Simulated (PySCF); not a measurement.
## Dipole response of Tl (thallium, neutral)

[Xe] 4f14 5d10 6s2 6p1, 2P determinant. Computed with PySCF 2.14 in aug-cc-pwCVTZ-DK3 (11s10p8d5f1g, 125 functions), with the spin-free X2C one-electron Hamiltonian (Gaussian nucleus). Coupled (time-dependent) response in atomic units; α is the mean over directions.

```tsv
method	mean α (bohr³)	α xx, yy, zz	C₆ (like pair)	S(−4)
PBE0	78.93	55.53, 125.7, 55.53	828.5	4756
```

S(−4) is the Cauchy moment in α(ω) = α(0) + S(−4) ω² + …

Reference α: 50 ± 2 bohr³ (recommended; Schwerdtfeger and Nagle, table of static dipole polarizabilities (2023 update)). Published C₆: 509.0 (Gould and Bucko (2016)).

Spin-orbit coupling is absent.

α(iu) at PBE0:

```
u (hartree)  α(iu) (bohr³)
          0          78.93
     0.0500          69.31
      0.100          53.66
      0.200          33.30
      0.300          23.11
      0.500          13.68
      0.750          8.781
       1.00          6.356
       1.50          3.949
       2.00          2.745
       3.00          1.563
       5.00         0.7021
```

The components differ because the open shell of this determinant is not spherical; for a pure term their mean is the scalar polarisability.

Spin-orbit coupling, absent here, splits the open shell strongly.
